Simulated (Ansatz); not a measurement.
`BC1C[SiH2]1` + `CBS` → `BSBC` + `C1C[SiH2]1` at 298.15 K and 1 bar (ligand exchange at a B–C bond).

Computed with Ansatz on PBE0-D4/def2-TZVP structures; ΔE is electronic, products minus reactants. CBS: MP2 limit from def2 TZ/QZ plus the TZ coupled-cluster correction, frozen cores. One conformer a species, not always the lowest.

```tsv
species	CCSD(T)/CBS energy (Eh)	H − E (kJ/mol)	S (J/(mol·K))
`BC1C[SiH2]1`	-394.14423	230.9	298.3
`CBS`	-463.66090	169.8	285.8
`BSBC`	-489.06011	207.6	323.5
`C1C[SiH2]1`	-368.74760	196.0	266.1
```

H − E and S are ideal-gas, rigid-rotor, harmonic terms from PBE0-D4/def2-TZVP, for one conformer and one mirror image of each species. 1 Eh = 2625.50 kJ/mol, R = 8.31446 J/(mol·K).

Q: By hand: ΔE, ΔH, ΔS and ΔG.

A: ΔE = (-489.06011) + (-368.74760) − (-394.14423) − (-463.66090) = -0.00258 Eh = -6.8 kJ/mol. Δ(H − E) = 207.6 + 196.0 − 230.9 − 169.8 = 2.9, so ΔH = -3.9 kJ/mol. ΔS = 323.5 + 266.1 − 298.3 − 285.8 = 5.5 J/(mol·K). ΔG = -3.9 − 298.15 × (5.5)/1000 = -5.5 kJ/mol.

Q: By hand: the equilibrium constant, and the temperature at which ΔG would vanish if ΔH and ΔS stayed fixed.

A: log₁₀ K = −ΔG/(RT ln 10) = 1.0. ΔH and −TΔS have one sign here, so there is no such temperature. One of them is within its doubt of zero, so this could turn.

TΔS isn't small against ΔH here. The sign of ΔG lies within the doubt. A doubt of 5 kJ/mol in ΔE shifts log₁₀ K by 0.9 here. Other conformers and mirror images would add mixing entropy, several J/(mol·K) or more a flexible species. These are equilibria of isolated gas molecules and say nothing of rates. Largest T1 diagnostic: 0.013 (customary marks: 0.02 for closed shells, 0.045 for open ones).
